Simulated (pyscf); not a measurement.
germylene (GeH₂) [singlet] + Cl–GeH₂• → Cl–GeH₂–GeH₂• (addition; doublet surface; none broken, Ge–Ge formed). Structures and frequencies: ωB97X-D3(BJ)/def2-SVP in PySCF. Energies in kJ/mol from the separated reactants.

```csv
level,barrier,reaction energy
ωB97X-D3(BJ)/def2-TZVP,-55.4,-230.0
PBE/def2-TZVP,-69.8,-200.0
B3LYP-D3(BJ)/def2-TZVP,…,…
PBE0-D3(BJ)/def2-TZVP,-59.3,-218.0
M06-2X/def2-TZVP,…,-199.1
ωB97M-D3(BJ)/def2-TZVP,-33.9,-190.4
```

Question: Fill in the missing entries.

Answer: 
- B3LYP-D3(BJ)/def2-TZVP, barrier: -51.7
- B3LYP-D3(BJ)/def2-TZVP, reaction energy: -193.3
- M06-2X/def2-TZVP, barrier: -34.5

On the reactant side the descent ends in an adduct with a Cl–Ge contact, 77.0 kJ/mol under the separated species and 21.6 kJ/mol under the saddle at ωB97X-D3(BJ)/def2-TZVP. At ωB97X-D3(BJ)/def2-TZVP, PBE, B3LYP-D3(BJ), PBE0-D3(BJ), M06-2X, ωB97M-D3(BJ) the saddle lies under the separated reactants, which points to a path from their complex (located at ωB97X-D3(BJ) alone). One saddle was located; it need not be the lowest between these sides. Elements up to Kr have no core potential and no relativistic terms here.
